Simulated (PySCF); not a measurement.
Molecule: sum formula BN₂H₃Br, net charge 0, doublet state. It need not be the lowest isomer of its formula. SMILES: BrB([NH])N
Structure (B3LYP-D3(BJ)/def2-TZVP (Ansatz) minimum search):
```
B
N 1 1.3908
H 2 1.0050 1 122.83
H 2 1.0065 3 115.03 1 179.62
N 1 1.4226 2 126.01 3 -176.96
H 5 1.0181 1 117.16 2 -118.99
Br 1 1.9733 2 119.21 3 -2.60
```
Charge 0, spin multiplicity 2.

Dispersion corrections to the total energy (kcal/mol) from the dftd3 and dftd4 libraries through PySCF: D3(BJ) without and D4 with the three-body term, each with the damping fitted for the functional named.

| functional | D3(BJ) | D4 |
|---|---|---|
| r2SCAN | -0.86 | -0.72 |
| PW6B95 | (withheld) | -2.74 |
| CAM-B3LYP | -2.59 | -2.68 |
| PBE | -3.18 | (withheld) |
| B2PLYP | -2.73 | -2.20 |
| BHLYP | -4.60 | (withheld) |
| HSE06 | -2.17 | -2.46 |

Question: Some entries are withheld; supply them.

Answer: 
- PW6B95, D3(BJ): -1.71
- PBE, D4: -3.16
- BHLYP, D4: -3.93
